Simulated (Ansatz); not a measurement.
One change: `C[NH][In]([F])[F]` becomes `C[NH][Ga]([F])[F]`.

Ansatz, PBE0-D4/def2-TZVP geometries, multiplicity 1. Each molecule was computed in one conformer, which needn't be the lowest.

Elements past krypton have def2 core potentials. Scalar relativity is left out up to krypton.

```
                             property  `C[NH][In]([F])[F]`
LUMO energy (ωB97M-V/def2-TZVPP) / eV                -0.26
   HOMO energy (PBE0/def2-TZVPP) / eV                -7.44
  HOMO–LUMO gap (PBE/def2-TZVPP) / eV                 3.00
HOMO energy (ωB97M-V/def2-TZVPP) / eV                -9.75
HOMO–LUMO gap (B3LYP/def2-TZVPP) / eV                 4.70
   LUMO energy (PBE0/def2-TZVPP) / eV                -2.18
```

Give the same properties after the change, and the shifts. (Best estimate.)

The calculation gave: 
```tsv
property	`C[NH][Ga]([F])[F]`	shift
LUMO energy (ωB97M-V/def2-TZVPP) / eV	0.81	1.07
HOMO energy (PBE0/def2-TZVPP) / eV	-7.47	-0.03
HOMO–LUMO gap (PBE/def2-TZVPP) / eV	4.06	1.06
HOMO energy (ωB97M-V/def2-TZVPP) / eV	-9.81	-0.06
HOMO–LUMO gap (B3LYP/def2-TZVPP) / eV	5.83	1.13
LUMO energy (PBE0/def2-TZVPP) / eV	-1.05	1.13
```

B3LYP here is the variant with VWN-RPA as its local correlation; programs differ in this.
